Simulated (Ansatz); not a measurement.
A made-up structure of ZnBH2F, singlet:

```tsv
atom	x (Å)	y (Å)	z (Å)
F1	0.9952	-0.3173	-1.4588
B2	-0.3569	-0.7587	0.2636
Zn3	0.4445	1.0670	-0.4135
H4	-1.3746	-1.2788	-0.1309
H5	1.0186	2.4195	-0.9296
```

It is relaxed with PBE-D4/def2-SVP and then PBE0-D4/def2-TZVP (Ansatz 0.2.0). Atoms count as bonded within 1.22 times the sum of their covalent radii (H–H: 0.88 Å). The end point is not checked to be a true minimum.

Does its bonding change? (A judgement: the text doesn't fix the answer.)

Computed: Yes. Formed: F1–B2; broken: F1–Zn3.

Where it ends: The first stage lowers the energy by 3.80 eV in 12 steps. It ends as ZnBH₂F ([F][BH][ZnH]):
```
5
angstrom
F 0.4339 -1.4809 -1.3323
B -0.1494 -0.6018 -0.5256
Zn 0.5080 1.3985 -0.4959
H -1.0434 -1.0672 0.1421
H 0.9777 2.8830 -0.4575
```

Labels in which every atom is bracketed show which atoms are joined, not bond orders.

For scale, one of the runs: PBE0-D4/def2-TZVP relaxation, 122 basis functions, launched by `ansatz run in.yaml --threads 2 --pin off --events-out ev --progress --plain --max-ram 4352MiB`. Hardware: 2 CPU threads of an Intel Xeon Platinum 8488C, shared host. Wall time about 14 s.
